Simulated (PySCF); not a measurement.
HOS, SMILES O[S], multiplicity 2.

The structure is a stationary point at PBE-D3(BJ)/def2-TZVPD.

The numbers are results of PBE-D3(BJ)/def2-TZVPD run with PySCF 2.14.0, not measurements.

Frequencies are harmonic and unscaled.

```json
[
 {"mode": "1", "ν (cm⁻¹)": "814", "IR (km/mol)": "57.6", "moving atoms (share of kinetic energy)": "O 66 %, S 33 %"},
 {"mode": "2", "ν (cm⁻¹)": "1128", "IR (km/mol)": "40.2", "moving atoms (share of kinetic energy)": "H 93 %"},
 {"mode": "3", "ν (cm⁻¹)": "3610", "IR (km/mol)": "80.1", "moving atoms (share of kinetic energy)": "H 94 %"}
]
```
